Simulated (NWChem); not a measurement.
All runs are NWChem calculations. System: CClF, charge 0, spin multiplicity 1, at a geometry optimised with B3LYP/def2-SVP. The structure started from a generated list of species. Level: MP2/cc-pVQZ, 7 core orbitals frozen.

Job file:

```
start mol
memory heap 200 mb stack 900 mb global 1100 mb
geometry units angstroms nocenter noautoz
  F      0.252680    -1.473841     0.000000
  C     -0.685351    -0.585655     0.000000
  Cl     0.108117     0.986970     0.000000
  symmetry group Cs
end
basis spherical
  * library cc-pvqz
end
scf
  rhf
  nopen 0
  maxiter 100
  thresh 1e-7
  semidirect memsize 60000000 filesize 0
end
mp2
  freeze core 7
end
task mp2 energy
```

NWChem printed:

```
             Northwest Computational Chemistry Package (NWChem) 7.3.0
             --------------------------------------------------------

                                NWChem Input Module
                                -------------------

 Scaling coordinates for geometry "geometry" by  1.889725989
 (inverse scale =  0.529177249)

 Turning off AUTOSYM since
 SYMMETRY directive was detected!

                             Geometry "geometry" -> ""
                             -------------------------

 Output coordinates in angstroms (scale by  1.889725989 to convert to a.u.)

  No.       Tag          Charge          X              Y              Z
 ---- ---------------- ---------- -------------- -------------- --------------
    1 F                    9.0000     0.25268000    -1.47384100     0.00000000
    2 C                    6.0000    -0.68535100    -0.58565500     0.00000000
    3 Cl                  17.0000     0.10811700     0.98697000     0.00000000

 Effective nuclear repulsion energy (a.u.)      85.6081254425

            Nuclear Dipole moment (a.u.)
            ----------------------------
        X                 Y               Z
 ---------------- ---------------- ----------------
     0.0000056692    -0.0000170075     0.0000000000

      Symmetry information
      --------------------

 Group name             Cs
 Group number              2
 Group order               2
 No. of unique centers     3

      Symmetry unique atoms

     1    2    3


 Summary of "ao basis" -> "" (spherical)
 ------------------------------------------------------------------------------
       Tag                 Description            Shells   Functions and Types
 ---------------- ------------------------------  ------  ---------------------
 *                          cc-pvqz                   on all atoms

 Summary of "ao basis" -> "ao basis" (spherical)
 ------------------------------------------------------------------------------
       Tag                 Description            Shells   Functions and Types
 ---------------- ------------------------------  ------  ---------------------
 F                          cc-pvqz                 15       55   5s4p3d2f1g
 C                          cc-pvqz                 15       55   5s4p3d2f1g
 Cl                         cc-pvqz                 17       59   6s5p3d2f1g

                                 NWChem SCF Module
                                 -----------------

  ao basis        = "ao basis"
  functions       =   169
  atoms           =     3
  closed shells   =    16
  open shells     =     0
  charge          =   0.00
  wavefunction    = RHF
  use symmetry    = T
  symmetry adapt  = T

 Summary of "ao basis" -> "ao basis" (spherical)
 ------------------------------------------------------------------------------
       Tag                 Description            Shells   Functions and Types
 ---------------- ------------------------------  ------  ---------------------
 F                          cc-pvqz                 15       55   5s4p3d2f1g
 C                          cc-pvqz                 15       55   5s4p3d2f1g
 Cl                         cc-pvqz                 17       59   6s5p3d2f1g

      Symmetry analysis of basis
      --------------------------

        a'        108
        a"         61

 Forming initial guess at       0.3s

      Superposition of Atomic Density Guess
      -------------------------------------

 Sum of atomic energies:        -596.58139603

      Non-variational initial energy
      ------------------------------

 Total energy =    -597.071554
 1-e energy   =    -995.111559
 2-e energy   =     312.431880
 HOMO         =      -0.268605
 LUMO         =      -0.029655

      Symmetry analysis of molecular orbitals - initial
      -------------------------------------------------

  Numbering of irreducible representations:

     1 a'          2 a"

  Orbital symmetries:

     1 a'          2 a'          3 a'          4 a'          5 a'
     6 a'          7 a"          8 a'          9 a'         10 a'
    11 a'         12 a"         13 a'         14 a"         15 a'
    16 a'         17 a"         18 a'         19 a'         20 a'
    21 a'         22 a"         23 a'         24 a'         25 a"
    26 a'

 Starting SCF solution at      12.0s

 ----------------------------------------------
         Quadratically convergent ROHF

 Convergence threshold     :          1.000E-07
 Maximum no. of iterations :          100
 Final Fock-matrix accuracy:          1.000E-09
 ----------------------------------------------

              iter       energy          gnorm     gmax       time
             ----- ------------------- --------- --------- --------
                 1     -596.7177557486  1.05D+00  1.94D-01     13.6
                 2     -596.7822152999  2.58D-01  5.14D-02     17.2
                 3     -596.7905061922  1.58D-02  4.58D-03     23.7
                 4     -596.7905376867  1.09D-04  2.59D-05     34.9
                 5     -596.7905376879  4.16D-09  1.15D-09     53.7

       Final RHF  results
       ------------------

         Total SCF energy =   -596.790537687855
      One-electron energy =   -994.857600860939
      Two-electron energy =    312.458937730598
 Nuclear repulsion energy =     85.608125442486

        Time for solution =     41.8s

       Symmetry analysis of molecular orbitals - final
       -----------------------------------------------

  Numbering of irreducible representations:

     1 a'          2 a"

  Orbital symmetries:

     1 a'          2 a'          3 a'          4 a'          5 a'
     6 a"          7 a'          8 a'          9 a'         10 a'
    11 a'         12 a"         13 a'         14 a"         15 a'
    16 a'         17 a"         18 a'         19 a'         20 a'
    21 a"         22 a'         23 a'         24 a'         25 a"
    26 a'

             Final eigenvalues
             -----------------

              1
    1 -104.8715
    2  -26.3900
    3  -11.4451
    4  -10.5978
    5   -8.0644
    6   -8.0631
    7   -8.0627
    8   -1.7242
    9   -1.1645
   10   -0.9216
   11   -0.7814
   12   -0.7564
   13   -0.6830
   14   -0.5066
   15   -0.5054
   16   -0.4324
   17    0.0523
   18    0.1579
   19    0.2282
   20    0.2514
   21    0.3148
   22    0.3150
   23    0.3463
   24    0.3655
   25    0.3817
   26    0.4503

                       ROHF Final Molecular Orbital Analysis
                       -------------------------------------

 Vector   14  Occ=2.000000D+00  E=-5.066052D-01  Symmetry=a"
              MO Center=  5.8D-02,  8.2D-01, -1.2D-15, r^2= 1.4D+00
   Bfn.  Coefficient  Atom+Function         Bfn.  Coefficient  Atom+Function
  ----- ------------  ---------------      ----- ------------  ---------------
   128      0.481614  3 Cl pz               125      0.355319  3 Cl pz
   122      0.235930  3 Cl pz               131      0.216392  3 Cl pz

 Vector   15  Occ=2.000000D+00  E=-5.054220D-01  Symmetry=a'
              MO Center= -2.8D-02,  7.0D-01, -4.9D-15, r^2= 1.7D+00
   Bfn.  Coefficient  Atom+Function         Bfn.  Coefficient  Atom+Function
  ----- ------------  ---------------      ----- ------------  ---------------
   127     -0.340510  3 Cl py               126      0.327866  3 Cl px
   123      0.246561  3 Cl px               124     -0.246786  3 Cl py
   120      0.165377  3 Cl px               121     -0.163557  3 Cl py

 Vector   16  Occ=2.000000D+00  E=-4.323605D-01  Symmetry=a'
              MO Center= -5.5D-01, -1.6D-01, -6.4D-17, r^2= 2.1D+00
   Bfn.  Coefficient  Atom+Function         Bfn.  Coefficient  Atom+Function
  ----- ------------  ---------------      ----- ------------  ---------------
    60      0.377456  2 C  s                 59      0.315781  2 C  s
   126      0.310657  3 Cl px                67     -0.228830  2 C  px
   123      0.226578  3 Cl px                64     -0.198968  2 C  px
   129      0.177682  3 Cl px                57      0.159352  2 C  s
   120      0.150470  3 Cl px

 Vector   17  Occ=0.000000D+00  E= 5.228968D-02  Symmetry=a"
              MO Center= -5.9D-01, -4.1D-01, -5.5D-13, r^2= 2.1D+00
   Bfn.  Coefficient  Atom+Function         Bfn.  Coefficient  Atom+Function
  ----- ------------  ---------------      ----- ------------  ---------------
    72      0.620813  2 C  pz                69      0.366589  2 C  pz
   131     -0.284010  3 Cl pz                66      0.260040  2 C  pz
    17     -0.249797  1 F  pz               128     -0.155198  3 Cl pz

 Vector   18  Occ=0.000000D+00  E= 1.578801D-01  Symmetry=a'
              MO Center= -4.7D-02,  7.5D-01,  2.4D-14, r^2= 5.5D+00
   Bfn.  Coefficient  Atom+Function         Bfn.  Coefficient  Atom+Function
  ----- ------------  ---------------      ----- ------------  ---------------
   116      2.947525  3 Cl s                 60     -2.324496  2 C  s
   130     -1.720194  3 Cl py                71     -1.565342  2 C  py
    70     -0.844088  2 C  px                68     -0.832053  2 C  py
   129     -0.835132  3 Cl px               127     -0.560165  3 Cl py
    59     -0.354020  2 C  s                 83     -0.347316  2 C  d -2

 Vector   19  Occ=0.000000D+00  E= 2.282452D-01  Symmetry=a'
              MO Center= -2.3D-01, -1.0D+00, -1.5D-14, r^2= 4.7D+00
   Bfn.  Coefficient  Atom+Function         Bfn.  Coefficient  Atom+Function
  ----- ------------  ---------------      ----- ------------  ---------------
     5      2.517497  1 F  s                 60     -1.924007  2 C  s
    70     -1.154711  2 C  px                71      1.098398  2 C  py
    67     -0.742573  2 C  px                15     -0.583599  1 F  px
    16      0.573967  1 F  py                59     -0.556999  2 C  s
   130     -0.509476  3 Cl py                68      0.501549  2 C  py

 center of mass
 --------------
 x =   0.01022766 y =  -0.01476079 z =   0.00000000

 moments of inertia (a.u.)
 ------------------
         283.699055935583          -5.269487767376           0.000000000000
          -5.269487767376          25.912695283229           0.000000000000
           0.000000000000           0.000000000000         309.611751218813

  Mulliken analysis of the total density
  --------------------------------------

    Atom       Charge   Shell Charges
 -----------   ------   -------------------------------------------------------
    1 F    9     9.17   1.98 -0.02  0.44  1.08  0.41  0.59  1.64  2.26  0.76  0.00  0.00  0.02  0.00  0.00  0.00
    2 C    6     5.78   1.99 -0.03  0.39  0.96  0.43  0.18  0.66  0.85  0.15  0.01  0.07  0.08  0.00  0.03  0.00
    3 Cl  17    17.06   2.00  1.95 -0.02  0.38  1.14  0.44  5.98  0.17  1.63  2.55  0.78  0.02  0.02  0.00  0.01  0.00  0.00

       Multipole analysis of the density wrt the origin
       ------------------------------------------------

     L   x y z        total         open         nuclear
     -   - - -        -----         ----         -------
     0   0 0 0     -0.000000      0.000000     32.000000

     1   1 0 0      0.189110      0.000000      0.000006
     1   0 1 0      0.006523      0.000000     -0.000017
     1   0 0 1     -0.000000      0.000000      0.000000

     2   2 0 0    -18.771725      0.000000     12.825758
     2   1 1 0     -0.002553      0.000000      3.109055
     2   1 0 1     -0.000000      0.000000      0.000000
     2   0 2 0    -17.234815      0.000000    136.299249
     2   0 1 1      0.000000      0.000000      0.000000
     2   0 0 2    -16.454691      0.000000      0.000000

                   NWChem MP2 Semi-direct Energy/Gradient Module
                   ---------------------------------------------

  Basis functions       =    169
  Molecular orbitals    =    169
  Frozen core           =      7
  Frozen virtuals       =      0
  Active alpha occupied =      9
  Active beta occupied  =      9
  Active alpha virtual  =    153
  Active beta virtual   =    153
  Use MO symmetry       = T
  Use skeleton AO sym   = T

  AO/Fock/Back tols     =   1.0D-09  1.0D-09  1.0D-09

 GA uses MA = F    GA memory limited = T

 Available:
  local mem=  1.26D+08
 global mem=  1.44D+08
 local disk=  0.00D+00
  mp2_memr nvloc                   153
  nvloc new                   153
   1 passes of   9:        7340032                     172032                  66642771.
   1 passes of   9: M    126149670           G      144122078           F     118809638.

 Semi-direct pass number   1 of   1  for RHF alpha+beta  at       54.0s
  vrange nnbf                 14224
  mp2_eaftype                   254  avail_ma_in_mb                  1099
 EAF : mp2_eaftype filesize         254   33321386.
  mp2_eaf for mointskh                    254
Node 0 wrote    156.7 Mb in      0.1 s     Agg I/O rate:  2364.2 Mb/s
 Done moints_semi at       84.2s
  mp2_eaftype                   254  avail_ma_in_mb                   845
 EAF : mp2_eaftype filesize         254   33321386.
  mp2_eaf for kh                   254
 Done maket at       84.6s
 Done multipass loop at       84.6s

          -------------------------------------------
          SCF energy                -596.790537687855
          Correlation energy          -0.625148594177
          Singlet pairs               -0.394232244909
          Triplet pairs               -0.230916349268
          Total MP2 energy          -597.415686282032
          -------------------------------------------

          ---------------------------------------------------
                    Spin Component Scaled (SCS) MP2
          Same spin pairs                     -0.153944232845
          Same spin scaling factor             0.333333333333
          Opposite spin pairs                 -0.471204361332
          Opposite spin scaling fact.          1.200000000000
          SCS-MP2 correlation energy          -0.616759977880
          Total SCS-MP2 energy              -597.407297665735
          ---------------------------------------------------

 -----------------------
 Performance information
 -----------------------

 Timer overhead =  1.98D-07 seconds/call

               Nr. of calls         CPU time (s)                 Wall time (s)                GFlops
             ---------------    -------------------     ------------------------------   -------------------
Name         Min   Avg   Max    Min     Avg     Max     Min     Avg     Max   Mx/calls   Min     Max     Sum
mp2: moin     1     1     1    30.     30.     30.      30.     30.     30.     30.      0.0     0.0     0.0
mp2: make     1     1     1   0.46    0.46    0.46     0.46    0.46    0.46    0.46      0.0     0.0     0.0
mp2: tota     1     1     1    31.     31.     31.      31.     31.     31.     31.      0.0     0.0     0.0

 The average no. of pstat calls per process was 3.00D+00
 with a timing overhead of 5.94D-07s

 Task  times  cpu:       84.6s     wall:       84.6s

 Total times  cpu:       84.6s     wall:       84.6s
```
